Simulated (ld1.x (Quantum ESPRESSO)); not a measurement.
Before and after: PAW potential for F

| Item | Value |
| --- | --- |
| Element | F |
| Generator | ld1.x (Quantum ESPRESSO) 7.5 |
| Type | PAW |
| Functional | LDA (PZ) |
| Relativity | scalar-relativistic |
| Frozen core | [He] |
| Valence charge | 7 |
| Reference configuration | 2s1.5 2p5.5 |
| Partial waves | 2s (bound): rcut 0.70, rcutus 0.95 bohr; 2s channel at -1.75 Ry: rcut 0.70, rcutus 0.95 bohr; 2p (bound): rcut 0.90, rcutus 1.15 bohr; 2p channel at -0.55 Ry: rcut 0.90, rcutus 1.15 bohr; 3d channel at 0.05 Ry: rcut 0.75, rcutus 1.05 bohr; 3d channel at 1.95 Ry: rcut 0.75, rcutus 1.05 bohr |
| Local potential | all-electron potential smoothed inside 0.90 bohr (lloc = -2) |
| Core correction | a·sin(br)/r model core inside 0.70 bohr |
| Augmentation charge | BESSEL, radius 0.60 bohr |

All-electron outer shells of the reference configuration (LDA (PZ), scalar-relativistic, ld1.x):

```
shell  level (eV)  outermost node (bohr)  outermost maximum (bohr)
   1s     -659.23                      –                      0.12
   2s      -29.89                   0.24                      0.77
   2p      -11.50                      –                      0.71
```

Change: waves 2s (bound): rcut 0.70, rcutus 1.18 bohr; 2s channel at -1.75 Ry: rcut 0.70, rcutus 1.18 bohr.

Cutoffs: the cutoffs (Ry, on a coarse ladder) from which the occupation-weighted sum of valence levels, in a spherical-Bessel basis at the reference potential, stays within 10 and 1 mRy of its value at 400 Ry; they do not see the model core or the augmentation charge, which bear on the density cutoff. Errors are all-electron minus pseudo energies relative to the spin-unpolarised reference configuration.

Task: Predict the effect on cutoff, ghosts and configuration errors.

Result: The potential gets neither clearly harder nor softer (55 Ry and 100 Ry → 55 Ry and 100 Ry); the p channel sets the loose cutoff, while the largest relative change is in s, which becomes softer; of the 9 tests that both files solve, the error grows in 4 and shrinks in 0 by more than 15 % and 0.3 meV (median size 0.2 → 0.6 meV); neither file shows a bound ghost. More of the atom is replaced by a form fitted at one configuration, so other configurations suffer.

```tsv
quantity	base	changed
cutoff, loose	55 Ry	55 Ry
cutoff, tight	100 Ry	100 Ry
loose cutoff by channel (10 mRy a level)	s 30 Ry, p 45 Ry	s 25 Ry, p 45 Ry
bound ghosts	none	none
error for 2s2 2p5, meV [ΔE -9.19 eV]	+0.1	+0.3
error for 2s2 2p4, meV [ΔE 10.37 eV]	0.0	+1.8
error for 2s2 2p3, meV [ΔE 48.88 eV]	-2.0	+6.4
error for 2s2 2p5.3, meV [ΔE -11.91 eV]	+0.3	+0.3
error for 2s1 2p5, meV [ΔE 29.03 eV]	-1.9	-2.0
error for 2s1 2p6, meV [ΔE 9.20 eV]	+0.2	+0.5
error for 2s2 2p4.5, meV [ΔE -1.56 eV]	+0.1	+0.7
error for 2s1.5 2p5.5 (spin-polarised), meV [ΔE -0.41 eV]	-0.2	-0.2
error for 2s2 2p5 (spin-polarised), meV [ΔE -9.56 eV]	+0.2	+0.6
lowest overlap eigenvalue by channel	s 0.60, p 0.97, d 0.98	s 0.68, p 0.97, d 0.98
```
